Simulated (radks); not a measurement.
Values are calculated unless marked as measured or tabulated.
How relativity changes the ionisation of the strontium ion Sr+ ([Kr] 5s1) to Sr2+ ([Kr]). Spin-unpolarised spherical Kohn-Sham, PBE, point nucleus unless stated (finite: rms radius 4.224 fm), a radial shooting solver on a logarithmic mesh with Libxc functionals. A level marked "c x" has the speed of light scaled by that factor.

| level | E(Sr+) (hartree) | E(Sr2+) (hartree) | IE (eV) | HOMO | <r> HOMO (bohr) |
|---|---|---|---|---|---|
| non-rel. | -3132.73543 | -3132.33722 | 10.836 | 5s | 3.957 |
| scalar-rel. | -3179.27661 | -3178.87214 | 11.006 | 5s | 3.897 |
| scalar-rel., finite nucleus | -3179.24499 | -3178.84053 | 11.006 | 5s | 3.898 |
| Dirac | -3179.58132 | -3179.17688 | 11.005 | 5s1/2 | 3.898 |
| Dirac, finite nucleus | -3179.54966 | -3179.14522 | 11.005 | 5s1/2 | 3.898 |
| Dirac, c x 0.75 | -3218.65348 | -3218.24372 | 11.150 | 5s1/2 | 3.849 |
| Dirac, c x 1.5 | -3153.11630 | -3152.71540 | 10.909 | 5s1/2 | 3.931 |
| Dirac, c x 5 | -3134.54225 | -3134.14380 | 10.842 | 5s1/2 | 3.955 |

NIST Atomic Spectra Database: 11.030 eV (measured). The relativistic part of the total energy of Sr+ is -46.81 hartree (Dirac, finite nucleus), 1.5 % of the non-relativistic value. Spin polarisation and multiplet splitting of open shells are left out at every level.

Beside tabulated values, note that relativity, absent from the non-relativistic runs, is large for the heavy elements, and spin-unpolarised runs miss the spin-polarisation part of the exchange energy of open shells.
